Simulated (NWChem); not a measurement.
CHClO₃Si; SMILES Cl[SiH]1OC(O1)=O

```xyz
7

O     -0.6460     2.6553     0.0000
C     -0.1877     1.5714     0.0000
O      0.1484     0.7890     1.0816
Si     0.6732    -0.4117     0.0000
Cl    -0.4264    -2.1081     0.0000
O      0.1484     0.7890    -1.0816
H      2.1108    -0.7158     0.0000
```
Atoms are numbered in this order, from 1.

Program: NWChem. Pople sets run with spherical d functions. All runs use the structure optimised with PBE0/def2-SVP. GIAO values for the isolated, static molecule; σ is the absolute isotropic shielding, δ = σ(reference) − σ with the isolated reference molecule computed at the same levels (13C: tetramethylsilane, 1H: tetramethylsilane, 17O: water, 29Si: tetramethylsilane).

```tsv
level	δ O1 (ppm)	δ C2 (ppm)	δ O3 (ppm)	δ Si4 (ppm)	σ Cl5 (ppm)	δ H7 (ppm)
LDA (Slater exchange, VWN5)/pcSseg-1	362.0	152.3	264.0	5.3	795.1	6.02
BHandHLYP/pcSseg-1	352.2	152.4	225.6	-9.0	864.2	5.31
B3LYP/6-311G**	352.8	148.6	242.6	-1.3	834.0	5.69
```
